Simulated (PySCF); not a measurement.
FGaH5N.
Numbering: `[NH3+:1][GaH2-:2][F:3]` (hydrogens: H4, H5, H6 on N1; H7, H8 on Ga2)

Computed by this run: PBE0-D3(BJ)/def2-SVP geometry optimisation, gas phase in PySCF; density fitting, grid level 1; the optimiser is geomeTRIC in internal coordinates, started from a GFN2-xTB structure with every atom displaced at random (about 0.01 Å).

Step 1: E = -56646.8075 eV
```
atom  x, y, z in Å  |  force x, y, z in eV/Å
N1      1.0111    0.0488    0.0528    0.128  -0.305  -0.064
Ga2    -1.1144   -0.1891    0.0516    0.058   0.506  -0.247
F3     -1.2514    1.4205   -0.7816   -0.025  -0.584   0.288
H4      1.5571   -0.7190    0.4464   -0.056  -0.055  -0.062
H5      1.2455    0.1181   -0.9373    0.036  -0.037  -0.065
H6      1.3601    0.9005    0.4802   -0.138   0.305   0.175
H7     -1.5374   -0.1731    1.5722    0.030   0.028  -0.112
H8     -1.2158   -1.4264   -0.9372   -0.033   0.143   0.087
```

Step 2: E = -56646.8293 eV
```
atom  x, y, z in Å  |  force x, y, z in eV/Å
N1      1.0190    0.0425    0.0491    0.136  -0.047  -0.034
Ga2    -1.1029   -0.1893    0.0466    0.007   0.205  -0.068
F3     -1.2665    1.4011   -0.7699   -0.014  -0.146   0.049
H4      1.5615   -0.7267    0.4439   -0.030   0.003  -0.010
H5      1.2642    0.1167   -0.9398    0.029   0.009   0.028
H6      1.3346    0.9064    0.4943   -0.141  -0.025   0.006
H7     -1.5248   -0.1554    1.5594    0.028  -0.009   0.021
H8     -1.2302   -1.4149   -0.9365   -0.014   0.010   0.008
```

Question: Estimate the geometry and energy of step 3. (The exact step hangs on the optimiser's Hessian estimate; all steps are aligned on step 2, rigid shifts and turns removed.)

Answer: E = -56646.8357 eV, largest force 0.116 eV/Å
```
atom  x, y, z in Å  |  force x, y, z in eV/Å
N1      1.0213    0.0364    0.0446    0.044  -0.012  -0.050
Ga2    -1.0991   -0.1816    0.0416    0.014  -0.071   0.021
F3     -1.2749    1.3908   -0.7813   -0.021   0.107  -0.039
H4      1.5592   -0.7317    0.4460   -0.011   0.015   0.017
H5      1.2857    0.1226   -0.9380    0.025   0.020   0.030
H6      1.3004    0.9025    0.5078   -0.042  -0.032   0.000
H7     -1.4921   -0.1527    1.5618    0.013   0.012   0.035
H8     -1.2455   -1.4058   -0.9354   -0.023  -0.039  -0.015
```

The energy changes by -0.0064 eV. The first-order estimate −F·Δx gives -0.0107 eV and the mean of the old and new forces, exact on a quadratic surface, -0.0064 eV. The step makes an angle of 59° with the force vector and moves no atom by more than 0.037 Å.

The cost below is that of the whole optimisation. On an Arm Neoverse V1 with one thread, no GPU, shared host with 64 logical CPUs at a one-minute load of 41, this took 19 s wall and 0.36 GiB of memory at its peak.
